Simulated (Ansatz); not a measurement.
Reaction (formal exchange of groups at a P–B bond): `NBPS` + silanol → `O[SiH2]PS` + `BN`

Isolated molecules relaxed with PBE0-D4/def2-TZVP in Ansatz; ΔE leaves out vibrations. CBS: MP2 limit from def2 TZ/QZ plus the TZ coupled-cluster correction, frozen cores. This one scheme is used for every species. One conformer a species, not always the lowest.

| species | SCS-MP2/def2-TZVPP energy (Eh) |
| --- | --- |
| `NBPS` | -821.07272 |
| `O[SiH3]` | -366.59311 |
| `O[SiH2]PS` | -1105.81032 |
| `BN` | -81.86243 |

**Question.** Work out ΔE.

**Answer.** ΔE = (-1105.81032) + (-81.86243) − (-821.07272) − (-366.59311) = -0.00692 Eh = -0.19 eV. CCSD(T)/CBS gives -0.23 eV.

**Question.** What do rigid-rotor, harmonic-oscillator terms from PBE0-D4/def2-TZVP frequencies (298.15 K, 1 bar) make of the CCSD(T)/CBS value? (Estimate.)

**Answer.** The calculation gave: ΔZPE = +0.02 eV, ΔH = -0.21 eV, ΔS = -25 J/(mol·K), ΔG = -0.13 eV. Modes under 50 cm⁻¹ make the entropy rough.

Largest T1 diagnostic among the species: 0.014.

At CCSD(T), def2-SVP lies +0.11 eV from the extrapolated value and def2-TZVPP +0.03 eV. The D4 term adds −0.04 eV with B3LYP and −0.02 eV with PBE0; it sums over pairs of atoms, weighted by their polarisabilities, and B3LYP, whose exchange is more repulsive, gets the larger term.

B3LYP here is the variant with VWN-RPA as its local correlation; programs differ in this.
